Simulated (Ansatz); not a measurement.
`O[Si](O)(O)[O][Sn]([Cl])([Cl])[Cl]` + H₂S → `[SH][Sn]([Cl])([Cl])[Cl]` + `O[Si](O)(O)O`  (ligand exchange at the Sn–O bond)

Gas-phase electronic energies from Ansatz, PBE0-D4/def2-TZVP geometries. CCSD(T)/CBS adds triple-zeta CCSD(T) − MP2 to the extrapolated MP2 energy (def2 sets, frozen cores). This one scheme is used for every species. DFT in def2-TZVPP. def2 core potentials past Kr. For Sn outer-core shells are correlated without core-valence functions, which leaves a few kJ/mol of doubt a bond. One conformer a species, not always the lowest.

`O[Si](O)(O)[O][Sn]([Cl])([Cl])[Cl]`:

```xyz
12

O     0.743   -1.882    1.132
Si    0.324   -1.005   -0.169
O     1.528    0.059   -0.463
O     0.011   -2.064   -1.366
O    -0.978   -0.043    0.046
Sn   -0.935    1.854    0.399
Cl   -0.383    3.001   -1.503
Cl    0.478    2.372    2.122
Cl   -3.075    2.407    0.994
H     0.338   -2.745    1.229
H     2.432   -0.210   -0.298
H    -0.484   -1.746   -2.122
```

H₂S:

Z-matrix (Å, degrees):
```
S
H 1 1.341
H 1 1.341 2 92.3
```

`[SH][Sn]([Cl])([Cl])[Cl]`:

Cartesian coordinates in Å:
```
S 0.282 -1.748 -0.912
Sn -0.155 0.410 -0.050
Cl -1.096 1.665 -1.725
Cl -1.597 0.366 1.743
Cl 1.755 1.461 0.687
H 0.811 -2.153 0.257
```

`O[Si](O)(O)O`:

```xyz
9

O    -0.237   -0.806    1.398
Si    0.000    0.000    0.000
O     1.481   -0.429   -0.532
O     0.003    1.627    0.109
O    -1.247   -0.393   -0.975
H     0.527   -0.915    1.965
H     1.890    0.152   -1.175
H    -0.852    2.057    0.131
H    -1.565   -1.295   -0.922
```

```csv
level,ΔE (eV)
r2SCAN0-D4,-0.28
HF/def2-SVP,-0.22
HF/def2-TZVPP,-0.22
CCSD/def2-TZVPP,-0.18
```

Question: What does CCSD(T)/CBS give? (Best estimate.)

Answer: Computed: -0.20 eV. The listed levels differ from it by -0.08, -0.02, -0.02, 0.02 eV.

Largest T1 diagnostic among the species: 0.012.

Leaving LDA and LC-ωPBE aside and taking each functional with its dispersion term where it has one, the values, not all of them listed here, spread over 0.14 eV, from HSE06-D4 to CAM-B3LYP-D4. LDA lies +0.03 eV from PBE without D4. The D4 term adds +0.09 eV with B3LYP and +0.06 eV with PBE0; it sums over pairs of atoms, weighted by their polarisabilities, and B3LYP, whose exchange is more repulsive, gets the larger term.

B3LYP here is the variant with VWN-RPA as its local correlation; programs differ in this.
